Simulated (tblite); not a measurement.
C₃H₂N, doublet, at a GFN2-xTB geometry; tblite with GFN1-xTB.

tblite was given this input:
```
$ tblite run mol.xyz --method gfn1 --charge 0 --spin 1 --json tblite.json --no-restart

# file mol.xyz
6

C     -0.15895887    -1.79696753     0.01837023
C     -0.04522191    -0.51121592     0.00522611
C      0.07111146     0.80388707    -0.00821806
H     -1.12145639    -2.29501249     0.00644536
H      0.70119490    -2.45587860     0.04212256
N      0.17409677     1.96809562    -0.02011966
```

What the program printed (banner, timings and long lists left out):

```
xTB calculator
 | screened Coulomb repulsion
 | Coulomb electrostatics
 |  * isotropic Klopman-Ohno-Mataga-Nishimoto electrostatics
 |  * onsite third-order electrostatics
 | DFT-D3(BJ) dispersion correction

halogen bonding energy    0.0000000000000E+00 Eh
repulsion energy          2.2921626069734E-01 Eh
dispersion energy        -1.4208464878277E-03 Eh
number of electrons       1.9000000000000E+01 e
integral cutoff           1.9731147476801E+01 bohr

------------------------------------------------------------
  cycle        total energy    energy error   density error
------------------------------------------------------------
      1     -10.28874334836  -1.0516539E+01   7.3038567E-01
      2     -10.38181528797  -9.3071940E-02   5.2109279E-01
      3     -10.44314552834  -6.1330240E-02   2.8002798E-01
      4     -10.45781897850  -1.4673450E-02   3.8514499E-02
      5     -10.45966245163  -1.8434731E-03   2.4593219E-03
      6     -10.45966520399  -2.7523593E-06   8.0975943E-04
      7     -10.45966558207  -3.7807800E-07   1.8276423E-04
      8     -10.45966560129  -1.9216953E-08   6.7618267E-05
      9     -10.45966560359  -2.3038389E-09   5.3776654E-06
------------------------------------------------------------

electronic energy        -1.0687461017801E+01 Eh
total energy             -1.0459665603592E+01 Eh

Post processing:
 | Mayer-Wiberg bond orders

[Info] JSON dump of results written to 'tblite.json'
```
